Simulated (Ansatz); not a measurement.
Computed with Ansatz on PBE0-D4/def2-TZVP structures; ΔE is electronic, products minus reactants. CCSD(T)/CBS is the MP2 limit (def2-TZVPP, def2-QZVPP) plus CCSD(T) − MP2 in def2-TZVPP, frozen cores. This one scheme is used for every species. Functionals use def2-TZVPP. B3LYP here is the variant with VWN-RPA as its local correlation; programs differ in this. For Br outer-core shells are correlated without core-valence functions, which leaves a few kJ/mol of doubt a bond. Scalar relativity is left out up to krypton. One conformer a species, not always the lowest.

Consider the ligand exchange at a B–O bond: `CCB(O)Br` + H₂S → `CCB(S)Br` + H₂O.

| level | ΔE (kcal/mol) | difference from CCSD(T)/CBS |
| --- | --- | --- |
| LDA (SPW92) | 12.8 | 1.2 |
| B3LYP-D4 | 13.3 | 1.7 |
| BHLYP-D4 | 14.2 | 2.6 |
| ωB97X-V | 13.7 | 2.1 |
| B2PLYP | 13.8 | 2.2 |
| revPBE | 11.7 | 0.1 |
| CAM-B3LYP | 16.1 | 4.5 |
| LC-ωPBE | 13.8 | 2.2 |
| CCSD/def2-SVP | 17.4 | 5.8 |
| MP2/CBS(def2) | 9.9 | -1.7 |
| CCSD(T)/CBS | 11.6 | 0 |

Largest T1 diagnostic among the species: 0.011.

Leaving LDA and LC-ωPBE aside and taking each functional with its dispersion term where it has one, the values, not all of them listed here, spread over 5.1 kcal/mol, from revPBE-D4 to CAM-B3LYP-D4. LDA lies +0.9 kcal/mol from PBE without D4. From BLYP to BHLYP (50 % exact exchange), in def2-TZVPP and without D4, ΔE moves by +1.1 kcal/mol.
